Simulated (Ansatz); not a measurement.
Li₅Al₃, 8 atoms. Hardware: 4 threads of Arm Neoverse V2 on a shared host.

How many basis functions does each of these Ansatz runs have, and roughly what does it cost? PBE-D4/def2-TZVPD, charge -1 doublet, energy, from earlier orbitals; r2SCAN-D4/def2-TZVP, charge 1 doublet at the geometry of the charge 0 singlet, energy, from earlier orbitals; r2SCAN-D4/def2-SVPD, charge -1 doublet, relaxation, 14 steps; B3LYP-D4/6-31G, charge 0 singlet, energy; r2SCAN-D4/def2-TZVP, charge 0 triplet at the geometry of the charge 0 singlet, energy, from earlier orbitals; HF/6-31G, charge 0 singlet, energy; r2SCAN-D4/def2-SVP, charge 0 singlet, relaxation, 40 steps; r2SCANh-D4/def2-TZVP, charge 0 singlet, energy, from earlier orbitals; revPBE-D4/def2-TZVP, charge 0 singlet, energy, from earlier orbitals; B97M-V/def2-TZVP, charge 0 singlet, energy, from earlier orbitals; r2SCAN-D4/def2-TZVP, charge 0 singlet, energy and forces, from earlier orbitals; r2SCAN-D4/def2-TZVPD, charge -1 doublet at the geometry of the charge 0 singlet, energy, from earlier orbitals.

Other jobs shared the machine, so times can vary by a factor of up to 3. A dash marks memory too small to be measured apart from the calling script's.

```json
{"run": "HF/6-31G, charge 0 singlet, energy", "functions": "84", "fitting or Cholesky vectors": "1044", "wall time": "0.5 s", "peak host memory (GiB)": "–"}
{"run": "B3LYP-D4/6-31G, charge 0 singlet, energy", "functions": "84", "fitting or Cholesky vectors": "1044", "wall time": "1.8 s", "peak host memory (GiB)": "–"}
{"run": "revPBE-D4/def2-TZVP, charge 0 singlet, energy, from earlier orbitals", "functions": "181", "fitting or Cholesky vectors": "1422", "wall time": "2 s", "peak host memory (GiB)": "–"}
{"run": "r2SCAN-D4/def2-TZVP, charge 0 singlet, energy and forces, from earlier orbitals", "functions": "181", "fitting or Cholesky vectors": "1422", "wall time": "4.8 s", "peak host memory (GiB)": "–"}
{"run": "r2SCANh-D4/def2-TZVP, charge 0 singlet, energy, from earlier orbitals", "functions": "181", "fitting or Cholesky vectors": "1422", "wall time": "4.9 s", "peak host memory (GiB)": "–"}
{"run": "PBE-D4/def2-TZVPD, charge -1 doublet, energy, from earlier orbitals", "functions": "214", "fitting or Cholesky vectors": "1617", "wall time": "5.5 s", "peak host memory (GiB)": "–"}
{"run": "B97M-V/def2-TZVP, charge 0 singlet, energy, from earlier orbitals", "functions": "181", "fitting or Cholesky vectors": "1422", "wall time": "8.5 s", "peak host memory (GiB)": "–"}
{"run": "r2SCAN-D4/def2-TZVP, charge 1 doublet at the geometry of the charge 0 singlet, energy, from earlier orbitals", "functions": "181", "fitting or Cholesky vectors": "1422", "wall time": "23 s", "peak host memory (GiB)": "0.64"}
{"run": "r2SCAN-D4/def2-TZVP, charge 0 triplet at the geometry of the charge 0 singlet, energy, from earlier orbitals", "functions": "181", "fitting or Cholesky vectors": "1422", "wall time": "26 s", "peak host memory (GiB)": "0.65"}
{"run": "r2SCAN-D4/def2-TZVPD, charge -1 doublet at the geometry of the charge 0 singlet, energy, from earlier orbitals", "functions": "214", "fitting or Cholesky vectors": "1617", "wall time": "36 s", "peak host memory (GiB)": "0.87"}
{"run": "r2SCAN-D4/def2-SVP, charge 0 singlet, relaxation, 40 steps", "functions": "99", "fitting or Cholesky vectors": "1259", "wall time": "2.1 min", "peak host memory (GiB)": "–"}
{"run": "r2SCAN-D4/def2-SVPD, charge -1 doublet, relaxation, 14 steps", "functions": "132", "fitting or Cholesky vectors": "1432", "wall time": "5.2 min", "peak host memory (GiB)": "–"}
```
